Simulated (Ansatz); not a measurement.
C2H9AlOSi (SMILES [CH3][Al]([CH3])[O][SiH3]), singlet, at a GFN2-xTB geometry (such geometries of metal compounds can be far from the true shape). Base run: MP2/pcseg-1 run with Ansatz (a program for electronic structure).

Here is a job for Ansatz.
Ansatz 0.2 input:
```yaml
crystal:
  periodic: [false, false, false]
  atoms:
    - {symbol: Al, position_ang: [0.16418219, 0.80306897, 0.52935491]}
    - {symbol: C, position_ang: [1.71992852, 1.91197601, -0.04275149]}
    - {symbol: H, position_ang: [2.65378921, 1.34370309, 0.00714559]}
    - {symbol: H, position_ang: [1.85268461, 2.80857798, 0.56567260]}
    - {symbol: H, position_ang: [1.61632416, 2.23576822, -1.08292934]}
    - {symbol: C, position_ang: [-1.10034460, 1.11363958, 2.03992938]}
    - {symbol: H, position_ang: [-1.09292977, 0.27495355, 2.74276804]}
    - {symbol: H, position_ang: [-2.13109745, 1.20242795, 1.68352884]}
    - {symbol: H, position_ang: [-0.87444355, 2.01710462, 2.60931924]}
    - {symbol: O, position_ang: [-0.12203492, -0.58596264, -0.38609585]}
    - {symbol: Si, position_ang: [-0.39320375, -1.92451346, -1.27014763]}
    - {symbol: H, position_ang: [-1.59910444, -2.56410911, -0.74057254]}
    - {symbol: H, position_ang: [0.78190080, -2.78542267, -1.12070468]}
    - {symbol: H, position_ang: [-0.57786386, -1.49570395, -2.65807554]}
basis:
  gaussian:
    orbitals: pcseg-1.json
magnetization: {spin_polarized: false}
correlation: {method: mp2}
```
The basis file holds pcseg-1 in the JSON format of the Basis Set Exchange.

Each row names what was changed in the base input (with any setting that the change needs).

| change | basis functions | E (Eh) | MP2 correlation (Eh) | core-seconds (rough) |
|---|---|---|---|---|
| base | 123 | -687.34527 | -0.62870 | 4 |
| basis = 3-21G | 71 | -683.48764 | -0.38418 | 1 |
| basis = pcseg-0 | 71 | -686.06559 | -0.39002 | 1 |
| basis = 6-31+G* | 121 | -687.35327 | -0.57984 | 4 |
| basis = pc-1 | 123 | -687.37739 | -0.63188 | 4 |
| basis = def2-SVP | 123 | -687.15542 | -0.63557 | 3 |
| basis = aug-pcseg-1 | 204 | -687.39085 | -0.66253 | 10 |
| basis = 6-311+G(2d,p) | 205 | -687.58910 | -0.71806 | 9 |
| basis = def2-TZVPD | 281 | -687.67090 | -0.77585 | 30 |
| basis = cc-pVTZ | 284 | -687.69180 | -0.79907 | 20 |
| basis = pcseg-2 | 284 | -687.66984 | -0.78519 | 10 |
| basis = pc-2 | 284 | -687.67443 | -0.78368 | 20 |
| basis = cc-pV(T+d)Z | 294 | -687.70024 | -0.79922 | 20 |

Totals compare only among sets that treat the same electrons; sets with core potentials leave the core out.
